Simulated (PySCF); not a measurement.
HFSi, singlet, at a GFN2-xTB geometry; PySCF with DF-B3LYP/aug-cc-pVTZ.

Here is a job for PySCF.
```python
from pyscf import gto, scf, dft

mol = gto.M(
    atom='''
Si   -0.248454   -0.327143    0.457702
H    -0.885852   -1.166467   -0.579457
F     0.484913    0.638496   -0.647596
''',
    basis='aug-cc-pvtz',
    charge=0,
    spin=0,
    verbose=5,
)

mf = dft.RKS(mol)
mf.xc = 'b3lyp'
mf = mf.density_fit(auxbasis='def2-universal-jkfit')
mf.kernel()
mf.analyze()
```

The log (banner, timings and long lists left out):

```
PySCF version 2.14.0

[INPUT] verbose = 5
[INPUT] max_memory = 4000
[INPUT] num. atoms = 3
[INPUT] num. electrons = 24
[INPUT] charge = 0
[INPUT] spin (= nelec alpha-beta = 2S) = 0
[INPUT] symmetry False subgroup None
[INPUT] Mole.unit = angstrom
[INPUT] Symbol           X                Y                Z      unit          X                Y                Z       unit  Magmom
[...]
[INPUT] ---------------- BASIS SET ----------------
[INPUT] l, kappa, [nprim/nctr], expnt,             c_1 c_2 ...
[INPUT] F
[...]
                                2923              0.003923 -0.000912
                                664.5             0.0202 -0.004717
                                187.5             0.07901 -0.019086
                                60.62             0.230439 -0.059655
                                21.42             0.432872 -0.14001
                                7.95              0.349964 -0.176782
                                0.8815            -0.007892 0.605043
[...]
                                9.926             0.104472
                                2.93              0.31726
[...]
[INPUT] Si
[...]
                                38190             0.000485553 -0.00012931 3.31062e-05
                                8690              0.00254516 -0.000678828 0.000174015
                                2462              0.0105866 -0.00284117 0.000727574
                                804.8             0.0368787 -0.0100551 0.00258333
                                291.3             0.107479 -0.0305774 0.00786354
                                113.6             0.247936 -0.0777256 0.0202155
                                46.75             0.390927 -0.154236 0.040732
                                19.82             0.302026 -0.180368 0.0499358
                                7.708             0.0559236 0.0798218 -0.0249396
                                3.34              -0.00402406 0.547441 -0.19035
                                1.402             0.0025803 0.480119 -0.31835
                                0.207             0.00060793 -0.0106996 0.68118
[...]
                                113.9             0.0153552 -0.00335896
                                36.23             0.0713991 -0.015286
                                13.34             0.213052 -0.0489218
                                5.252             0.390354 -0.0855008
                                2.12              0.393721 -0.112137
                                0.2528            0.0039563 0.551919
[...]
[INPUT] H
[...]
                                5.095             0.045308
                                1.159             0.202822
[...]
nuclear repulsion = 47.7490403284189
number of shells = 35
number of NR pGTOs = 158
number of NR cGTOs = 119
basis = aug-cc-pvtz
ecp = {}

******** <class 'pyscf.df.df_jk.DFRKS'> ********
method = DFRKS
initial guess = minao
damping factor = 0
level_shift factor = 0
DIIS = <class 'pyscf.scf.diis.CDIIS'>
diis_start_cycle = 1
diis_space = 8
diis_damp = 0
SCF conv_tol = 1e-09
SCF conv_tol_grad = None
SCF max_cycles = 50
direct_scf = False
XC library pyscf.dft.libxc version 7.1.2
    S. Lehtola, C. Steigemann, M. J. T. Oliveira, and M. A. L. Marques,  SoftwareX 7, 1–5 (2018)
XC functionals = b3lyp
    P. J. Stephens, F. J. Devlin, C. F. Chabalowski, and M. J. Frisch,  J. Phys. Chem. 98, 11623 (1994)
radial grids:
    Treutler-Ahlrichs [JCP 102, 346 (1995); DOI:10.1063/1.469408] (M4) radial grids

becke partition: Becke, JCP 88, 2547 (1988); DOI:10.1063/1.454033
pruning grids: <function nwchem_prune>
grids dens level: 3
symmetrized grids: False
atomic radii adjust function: <function treutler_atomic_radii_adjust>
small_rho_cutoff = 0
Set gradient conv threshold to 3.16228e-05
Initial guess from minao.
atom Si rad-grids = 80, ang-grids = [ 50  50  50  50  50  50  50  50  50  50  50  50  50  50  50  50  50  50
  50  50  50  50  50  86  86  86  86  86  86  86  86  86  86  86  86  86
[...]
converged SCF energy = -390.006452265108
Total Energy =                        -390.006452265108408
[...]
1 H 2s           0.00001  -0.01272   0.00443  -0.03563
1 H 3s          -0.00001   0.01776   0.00467   0.01685
1 H 4s           0.00000   0.00582   0.00643   0.01437
1 H 2px          0.00023   0.02035   0.00121   0.02743
1 H 2py         -0.00019   0.02680   0.00159   0.03612
1 H 2pz         -0.00000   0.01024   0.00101  -0.02096
1 H 3px          0.00262   0.00829   0.00162  -0.00067
1 H 3py         -0.00200   0.01091   0.00213  -0.00088
1 H 3pz         -0.00000   0.00042  -0.00010   0.00030
1 H 4px         -0.00247  -0.01376  -0.00443   0.00085
1 H 4py          0.00188  -0.01811  -0.00584   0.00112
1 H 4pz         -0.00000   0.00371  -0.00694  -0.01720
1 H 3dxy         0.00136   0.02795   0.00033  -0.00037
1 H 3dyz         0.00267  -0.00947   0.00144   0.00659
1 H 3dz^2        0.00001  -0.01598   0.00096  -0.00783
1 H 3dxz        -0.00351  -0.00720   0.00110   0.00501
1 H 3dx2-y2      0.00494  -0.00779  -0.00009   0.00010
1 H 4dxy         0.00197  -0.00411  -0.00633  -0.01976
1 H 4dyz         0.00069  -0.00541   0.01154  -0.00113
1 H 4dz^2       -0.00000   0.00474   0.00144   0.01163
1 H 4dxz        -0.00088  -0.00411   0.00876  -0.00086
1 H 4dx2-y2      0.00708   0.00115   0.00176   0.00551
2 F 1s           0.00000   0.00002   0.00050  -0.00263
2 F 2s          -0.00000  -0.00005  -0.00078  -0.00333
2 F 3s          -0.00001  -0.00543  -0.05242  -0.18805
2 F 4s          -0.00002  -0.00553  -0.09114   0.56307
2 F 5s           0.00002   0.00250   0.08459  -0.66251
2 F 2px          0.00050  -0.00029  -0.00015  -0.00001
2 F 2py         -0.00038  -0.00039  -0.00020  -0.00002
2 F 2pz         -0.00000  -0.00046   0.00027  -0.00001
2 F 3px          0.06020  -0.03139  -0.00667   0.09227
2 F 3py         -0.04571  -0.04137  -0.00875   0.12149
2 F 3pz          0.00002  -0.04999   0.01471  -0.13304
2 F 4px          0.02134  -0.01435  -0.02153  -0.05300
2 F 4py         -0.01621  -0.01891  -0.02833  -0.06979
2 F 4pz          0.00001  -0.01994   0.03326   0.07600
2 F 5px          0.01700  -0.01212  -0.01126   0.05832
2 F 5py         -0.01291  -0.01597  -0.01481   0.07679
2 F 5pz          0.00001  -0.01458   0.01766  -0.08343
2 F 3dxy         0.06113  -0.19106  -0.12056   0.04443
2 F 3dyz         0.12355  -0.04753   0.19370  -0.06145
2 F 3dz^2        0.00000   0.22036  -0.04851   0.01461
2 F 3dxz        -0.16244  -0.03615   0.14734  -0.04667
2 F 3dx2-y2      0.21904   0.05332   0.03363  -0.01238
2 F 4dxy        -0.12690   0.39956   0.29356   0.08841
2 F 4dyz        -0.25600   0.10427  -0.45919  -0.12099
2 F 4dz^2       -0.00002  -0.45523   0.11135   0.02921
2 F 4dxz         0.33654   0.07930  -0.34926  -0.09189
2 F 4dx2-y2     -0.45471  -0.11151  -0.08187  -0.02463
2 F 5dxy         0.13059  -0.41617  -0.29026  -0.00732
2 F 5dyz         0.26368  -0.10523   0.46040   0.00828
2 F 5dz^2        0.00000   0.47692  -0.11336  -0.00222
2 F 5dxz        -0.34664  -0.08004   0.35015   0.00629
2 F 5dx2-y2      0.46796   0.11614   0.08095   0.00204
2 F 4f-3         0.07037  -0.02838  -0.00960   0.00107
2 F 4f-2        -0.03021   0.02475   0.04716  -0.00909
2 F 4f-1        -0.02633   0.07766  -0.03394   0.00654
2 F 4f+0         0.00000  -0.06299  -0.01076   0.00382
2 F 4f+1         0.03456   0.05901  -0.02577   0.00497
2 F 4f+2        -0.10851  -0.00692  -0.01316   0.00253
2 F 4f+3         0.02790   0.07163   0.02426  -0.00268
2 F 5f-3        -0.10774   0.04353   0.01359  -0.01684
2 F 5f-2         0.04586  -0.03826  -0.06809   0.09345
2 F 5f-1         0.04031  -0.11795   0.04909  -0.05823
2 F 5f+0        -0.00000   0.09739   0.01535  -0.03424
2 F 5f+1        -0.05292  -0.08962   0.03729  -0.04422
2 F 5f+2         0.16472   0.01070   0.01900  -0.02604
2 F 5f+3        -0.04270  -0.10987  -0.03432   0.04244
 ** Mulliken pop on meta-lowdin orthogonal AOs  **
 ** Mulliken pop  **
 ** Mulliken atomic charges  **
charge of    0Si =      0.62819
charge of    1H =     -0.13585
charge of    2F =     -0.49234
Dipole moment(X, Y, Z, Debye): -0.65391, -0.86104,  0.60727
```
